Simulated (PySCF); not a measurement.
BH₃OSe₂, SMILES OB([SeH])[SeH]. Geometry: B3LYP-D3(BJ)/def2-SVP. Other conformers were not sampled.

All values below come from B3LYP-D3(BJ)/def2-SVP (PySCF 2.14.0).

Harmonic wavenumbers (cm⁻¹): 146, 166, 278, 297, 389, 442, 482, 675, 759, 814, 1077, 1349, 2382, 2416, 3859. Rotational constants (GHz): 5.269, 1.087, 0.9009; symmetry number 1.

Q: Work out the zero-point energy and the ideal-gas rigid-rotor harmonic-oscillator thermochemistry at 298.15 K and 1 atm.

A: ZPE = ½ Σ hcν = ½ × 15532 cm⁻¹ = 22.20 kcal/mol. H − E(el) = 26.64 kcal/mol. Entropy in cal/(mol K): translation 41.60, rotation 28.52, vibration 11.58, total 81.70. G − E(el) = 2.28 kcal/mol. Cp = 21.95 cal/(mol K). Modes under 150 cm⁻¹ make the vibrational entropy uncertain.
